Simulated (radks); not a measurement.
Problem. Isoelectronic series with 7 electrons, all held in the configuration [He] 2s2 2p3, which need not be the ground one along the series. Calculated with a radial shooting solver on a logarithmic mesh with Libxc functionals: scalar-relativistic Kohn-Sham, PBE, spin-polarised, spherical densities, point nucleus; open shells are filled with parallel spins first. Total energies (hartree) and orbital eigenvalues (eV) (* marks an orbital that is empty in some or all of the ions):

ion,E (hartree),2p down*,2p up,2s down,2s up,1s down
N,-54.56779,-4.1295,-8.2990,-15.3038,-19.8768,-382.6552
O+,-74.55522,-20.6006,-26.3618,-35.6861,-41.5731,-531.2127
F2+,-97.81977,-44.2666,-51.5659,-63.2905,-70.4451,-707.5585
Ne3+,-124.35897,-74.9256,-83.7457,-97.9177,-106.3164,-911.4970
Mg5+,-187.26824,-156.9697,-168.8125,-187.9993,-198.8501,-1401.968
Al6+,-223.64564,-208.3043,-221.6546,-243.4145,-255.4813,-1688.506
Si7+,-263.31140,-266.5002,-281.3569,-305.7423,-319.0215,-2002.616
P8+,-306.27136,-331.5546,-347.9171,-374.9889,-389.4783,-2344.337
Cl10+,-402.10048,-482.2425,-501.6169,-534.2837,-551.1905,-3110.826
Ar11+,-454.98445,-567.8836,-588.7643,-624.3620,-642.4776,-3535.713
K12+,-511.19221,-660.3969,-682.7845,-721.4186,-740.7435,-3988.453
Ca13+,-570.73261,-759.7897,-783.6848,-825.4743,-846.0096,-4469.121
Sc14+,-633.61508,-866.0702,-891.4737,-936.5518,-958.2989,-4977.798
Ti15+,-699.84963,-979.2476,-1006.160,-1054.676,-1077.636,-5514.571
V16+,-769.44683,-1099.332,-1127.755,-1179.873,-1204.049,-6079.531
Cr17+,-842.41786,-1226.334,-1256.268,-1312.171,-1337.565,-6672.776
Mn18+,-918.77448,-1360.265,-1391.712,-1451.600,-1478.214,-7294.409
Fe19+,-998.52904,-1501.138,-1534.098,-1598.193,-1626.030,-7944.537

Estimate the row of S9+.

Solution. E (hartree) -352.53202; 2p down* -403.4677; 2p up -421.3361; 2s down -451.1648; 2s up -466.8631; 1s down -2713.722.
